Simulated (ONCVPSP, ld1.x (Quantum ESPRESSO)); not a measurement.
# Potentials for antimony (Sb) compared

Generated with ld1.x 7.5 (TM, RRKJ, ultrasoft, PAW), atompaw 4.2 or ONCVPSP 4.0.1. The cutoff is in Ry: for ld1.x and atompaw files where the sum of valence levels is converged to 10 mRy in a Bessel basis, for ONCV files where the hardest occupied wave has 1 mHa per electron of residual kinetic energy. The error is the largest all-electron minus pseudo excitation energy over each file’s own four to seven test configurations (ionisations up to +4, promotions, holes and added fractions of an electron), all of which were solved. The labels leave out finer settings (local radius, basis sizes, second energies), which also bear on the numbers. Spin-polarised tests are not counted. The rows are a selection from randomly drawn settings: files with unsolved tests, undetermined cutoffs or missed reference levels are left out.

A true bound ghost makes a file unfit for plane-wave use even where its test errors are small: the radial tests pick states by their node count and pass the ghost by.

| potential | cutoff (Ry) | largest error (meV) | bound ghosts |
| --- | --- | --- | --- |
| TM, PBE, scalar-relativistic, rc 1.95/2.55 (sp), local smoothed, core correction yes, reference 5s2 5p3 | 25 | -475 | none |
| TM, PBE, non-relativistic, rc 1.70/2.50 (sp), local p, core correction no, reference 5s2 5p3 | 25 | +304 | none |

(1) Fill in the row for Sb: TM, PBEsol, scalar-relativistic, rc 1.90/1.85 (sp), local smoothed, core correction no, reference 5s2 5p2.5.

(2) Fill in the row for Sb: ONCV, PBEsol, scalar-relativistic, rc 1.25/1.55/1.45 (spd), local smoothed, core correction no, reference 4s2 4p6 4d10 5s2 5p2.5, qcut 7.6/7.1/10.3, projectors 2/2/1.

(3) Fill in the row for Sb: ONCV, LDA (Perdew-Wang 92), fully relativistic, rc 1.30/1.50/1.50 (spd), local smoothed, core correction yes, reference 4s2 4p6 4d10 5s1.5 5p3.5, qcut 7.1/10.1/9.4, projectors 2/2/2.

## Answers

(1) cutoff 30 Ry, largest error +120 meV, bound ghosts: d.

(2) cutoff 81 Ry, largest error -4.9 meV, bound ghosts: none.

(3) cutoff 70 Ry, largest error -107 meV, bound ghosts: none.
